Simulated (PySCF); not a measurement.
Isomers of C7H11FOSi, mass 158.056 u with the commonest isotopes. Method: PBE0/pcSseg-1 in PySCF (dipole) on a GFN2-xTB geometry, gas phase. One conformer each, none proved a minimum here; rigid rotors.

Question: Order these by rotational constant C, smallest first.
A. `[CH:1]#[C:2][Si@H:3]1[C@H:4]([F:5])[C@@H:6]1[O:7][CH:8]([CH3:9])[CH3:10]` with C4–C6–O7–C8 96°, C6–O7–C8–C9 171°
B. `[CH2:1]=[C:2](/[CH:3]=[CH:4]\[O:5]/[CH:6]=[CH:7]/[F:8])[SiH2:9][CH3:10]` with C1–C2–C3–C4 173°, C3–C4–O5–C6 157°, C4–O5–C6–C7 -13°, C1–C2–Si9–C10 8°
C. `[F:1][C@@H:2]1[CH2:3][O:4][CH2:5][Si@:6]12[CH:7]=[CH:8][CH2:9][CH2:10]2` with F1–C2–C3–O4 -155°, C2–C3–O4–C5 53°, C3–O4–C5–Si6 -42°, O4–C5–Si6–C7 141°

Answer: B (429.9 MHz), A (508.2 MHz), C (716.5 MHz).

Question: Order these by out-of-plane moment Σ m c² = (Ia + Ib − Ic)/2, smallest first.
A. `[F:1][C@@H:2]1[CH2:3][O:4][CH2:5][Si@:6]12[CH:7]=[CH:8][CH2:9][CH2:10]2` with F1–C2–C3–O4 -155°, C2–C3–O4–C5 53°, C3–O4–C5–Si6 -42°, O4–C5–Si6–C7 141°
B. `[CH:1]#[C:2][Si@H:3]1[C@H:4]([F:5])[C@@H:6]1[O:7][CH:8]([CH3:9])[CH3:10]` with C4–C6–O7–C8 96°, C6–O7–C8–C9 171°
C. `[CH2:1]=[C:2](/[CH:3]=[CH:4]\[O:5]/[CH:6]=[CH:7]/[F:8])[SiH2:9][CH3:10]` with C1–C2–C3–C4 173°, C3–C4–O5–C6 157°, C4–O5–C6–C7 -13°, C1–C2–Si9–C10 8°

Answer: C (20.71 u·Å²), B (56.39 u·Å²), A (77.52 u·Å²).

Question: Order these by radius of gyration √(Σ m r²/M), smallest first.
A. `[F:1][C@@H:2]1[CH2:3][O:4][CH2:5][Si@:6]12[CH:7]=[CH:8][CH2:9][CH2:10]2` with F1–C2–C3–O4 -155°, C2–C3–O4–C5 53°, C3–O4–C5–Si6 -42°, O4–C5–Si6–C7 141°
B. `[CH2:1]=[C:2](/[CH:3]=[CH:4]\[O:5]/[CH:6]=[CH:7]/[F:8])[SiH2:9][CH3:10]` with C1–C2–C3–C4 173°, C3–C4–O5–C6 157°, C4–O5–C6–C7 -13°, C1–C2–Si9–C10 8°
C. `[CH:1]#[C:2][Si@H:3]1[C@H:4]([F:5])[C@@H:6]1[O:7][CH:8]([CH3:9])[CH3:10]` with C4–C6–O7–C8 96°, C6–O7–C8–C9 171°

Answer: A (2.226 Å), C (2.578 Å), B (2.751 Å).

```
                         SMILES  point group  Ia (u·Å²)  Ib (u·Å²)  Ic (u·Å²)      κ  μa (D)  μb (D)  μc (D)
       C=C(/C=C\O/C=C/F)[SiH2]C           C1     231.08     985.94    1175.60  -0.91    0.57    1.49    0.23
C#C[Si@H]1[C@H](F)[C@@H]1OC(C)C           C1     217.93     889.30     994.44  -0.93    0.81    1.02    1.61
       F[C@@H]1COC[Si@]12C=CCC2           C1     259.15     601.22     705.33  -0.80    1.98    0.82    0.25
```
